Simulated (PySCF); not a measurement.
C4H3BrClF, SMILES C=C(/C(=C/Cl)Br)F. Coordinates come from a PBE-D3(BJ)/def2-SVP optimisation. The structure was generated by enumeration; whether it is a known compound was not checked. Other conformers were not sampled.

Computed equilibrium geometry at PBE-D3(BJ)/def2-SVP (PySCF confirms it by a frequency run) as bond lengths and angles, and its point group (one conformer of several):
point group Cs.
Atoms: C1 C2 F3 C4 Br5 C6 Cl7 H8 H9 H10. Bond lengths (Å): C1–C2 1.347, C1–H8 1.096, C1–H9 1.098, C2–F3 1.356, C2–C4 1.468, C4–Br5 1.892, C4–C6 1.359, C6–Cl7 1.714, C6–H10 1.099. Angles (°): C2–C1–H8 120.4, C2–C1–H9 119.6, H8–C1–H9 120.0, C1–C2–F3 119.4, C1–C2–C4 128.5, F3–C2–C4 112.2, C2–C4–Br5 117.7, C2–C4–C6 121.1, Br5–C4–C6 121.2, C4–C6–Cl7 125.2, C4–C6–H10 119.8, Cl7–C6–H10 115.1.
Charge 0, spin multiplicity 1.
